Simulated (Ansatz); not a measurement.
`[CH3][AlH][S]C` + HBr → `[CH3][AlH][Br]` + CH₃SH  (ligand exchange at the Al–S bond)

Isolated molecules relaxed with PBE0-D4/def2-TZVP in Ansatz; ΔE leaves out vibrations. CCSD(T)/CBS is the MP2 limit (def2-TZVPP, def2-QZVPP) plus CCSD(T) − MP2 in def2-TZVPP, frozen cores. This one scheme is used for every species. For Br outer-core shells are correlated without core-valence functions, which leaves a few kJ/mol of doubt a bond. Scalar relativity is left out up to krypton. Each species was taken in one conformer, which may not be the lowest.

`[CH3][AlH][S]C`:

Z-matrix (Å, degrees):
```
C
Al 1 1.951
H 1 1.095 2 111.6
H 1 1.093 2 111.1 3 120.1
H 1 1.095 2 111.7 3 -119.7
S 2 2.176 1 120.8 3 60.0
H 2 1.584 1 124.6 3 -120.0
C 6 1.821 2 103.6 1 0.0
H 8 1.089 6 108.8 2 120.6
H 8 1.089 6 108.8 2 -120.6
H 8 1.089 6 112.0 2 -0.0
```

HBr:

Z-matrix (Å, degrees):
```
Br
H 1 1.420
```

`[CH3][AlH][Br]`:

Z-matrix (Å, degrees):
```
C
Al 1 1.939
H 1 1.091 2 112.6
H 1 1.095 2 110.4 3 121.2
H 1 1.095 2 110.5 3 -121.3
Br 2 2.266 1 119.4 3 0.0
H 2 1.579 1 124.6 3 -179.9
```

CH₃SH:

Cartesian coordinates in Å:
```
C -0.256 -0.049 -0.416
S 1.236 -0.062 0.602
H -0.979 -0.790 -0.076
H 0.063 -0.313 -1.425
H -0.712 0.939 -0.444
H 0.649 0.275 1.760
```

```json
{"species": "`[CH3][AlH][S]C`", "HF/CBS(def2) energy (Eh)": "-719.37675"}
{"species": "HBr", "HF/CBS(def2) energy (Eh)": "-2573.05821"}
{"species": "`[CH3][AlH][Br]`", "HF/CBS(def2) energy (Eh)": "-2854.69639"}
{"species": "CH₃SH", "HF/CBS(def2) energy (Eh)": "-437.76777"}
```

(1) Work out ΔE.

Largest T1 diagnostic among the species: 0.010.

## Answers

(1) ΔE = (-2854.69639) + (-437.76777) − (-719.37675) − (-2573.05821) = -0.02920 Eh = -18.3 kcal/mol. CCSD(T)/CBS gives -14.0 kcal/mol.

Leaving LDA and LC-ωPBE aside and taking each functional with its dispersion term where it has one, the values, not all of them listed here, spread over 3.2 kcal/mol, from BHLYP-D4 to revPBE-D4. LDA lies +1.5 kcal/mol from PBE without D4. From r2SCAN to r2SCAN0 (25 % exact exchange), in def2-TZVPP and without D4, ΔE moves by −0.8 kcal/mol. The D4 term adds +1.4 kcal/mol with B3LYP and +0.8 kcal/mol with PBE0; it sums over pairs of atoms, weighted by their polarisabilities, and B3LYP, whose exchange is more repulsive, gets the larger term.

B3LYP here is the variant with VWN-RPA as its local correlation; programs differ in this.
